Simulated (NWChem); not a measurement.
# GaSiH5O; SMILES [SiH3][O][GaH2]

```xyz
8

Ga    -0.0372    -1.1966     0.0000
H     -1.5791    -1.4581    -0.0013
H      1.1498    -2.2064     0.0013
O      0.4701     0.5159    -0.0004
Si    -0.0972     2.0676     0.0001
H      0.3853     2.7891     1.2173
H     -1.5966     2.1049    -0.0054
H      0.3945     2.7931    -1.2109
```
Atoms are numbered in this order, from 1.

All runs: NWChem. Structure relaxed at the PBE0/def2-SVP level.

### Question
Taking PBE/aug-cc-pVTZ as the yardstick, which of these has the fewest basis functions while keeping “highest occupied level (eV)” within 0.05 eV of it: PBE/aug-cc-pVDZ; PBE/cc-pVTZ; PBE/cc-pVDZ?

### Answer
PBE/aug-cc-pVDZ.
```json
[
 {"level": "PBE/cc-pVDZ", "basis functions": "84", "highest occupied level (eV)": "-6.72", "relative time (rough)": "1"},
 {"level": "PBE/aug-cc-pVDZ", "basis functions": "131", "highest occupied level (eV)": "-6.87", "relative time (rough)": "3"},
 {"level": "PBE/cc-pVTZ", "basis functions": "177", "highest occupied level (eV)": "-6.88", "relative time (rough)": "3"},
 {"level": "PBE/aug-cc-pVTZ", "basis functions": "270", "highest occupied level (eV)": "-6.90", "relative time (rough)": "10"}
]
```

The yardstick is one finite set, not the basis-set limit.
